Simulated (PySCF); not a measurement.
**Tc²⁺ (technetium, charge +2) across methods**

[Kr] 4d4 5p1, one real determinant (an excited configuration). Computed with PySCF 2.14 in aug-cc-pwCVDZ-PP with ECP28MDF (6s6p5d3f, 70 functions), with a scalar-relativistic core potential.

| method | E (hartree) | mean ε 4p β (eV) | mean ε 4d α (eV) | mean ε 5p α (eV) | Σ⟨r²⟩ (bohr²) | ⟨S²⟩ |
| --- | --- | --- | --- | --- | --- | --- |
| LDA | -79.0012 | -64.663 | -27.876 | -15.962 | 34.79 | 8.750 |
| PBE | -79.2116 | -64.690 | -27.874 | -15.844 | 34.75 | 8.750 |
| B3LYP | -79.2276 | -66.744 | -29.277 | -16.263 | 34.79 | 8.751 |
| MN15 | -79.0323 | -67.731 | -30.100 | -16.815 | 34.86 | 8.751 |
| BLYP | -79.1698 | -64.609 | -27.589 | -15.635 | 34.75 | 8.750 |
| CAM-B3LYP | -79.1587 | -68.622 | -31.077 | -17.351 | 34.80 | 8.751 |
| r2SCAN | -79.2458 | -65.456 | -28.337 | -15.904 | 34.66 | 8.751 |
| PBE0 | -79.2035 | -67.138 | -29.776 | -16.425 | 34.80 | 8.751 |

Problem. Estimate the same row for UHF.

Solution. E (hartree) = -78.71010; mean ε 4p β (eV) = -73.078; mean ε 4d α (eV) = -34.745; mean ε 5p α (eV) = -17.708; Σ⟨r²⟩ (bohr²) = 35.41; ⟨S²⟩ = 8.752.

⟨L²⟩ = 8.00 against 12 for a pure F term, so this real determinant mixes terms. Energies and moments cover only the electrons outside the core potential.
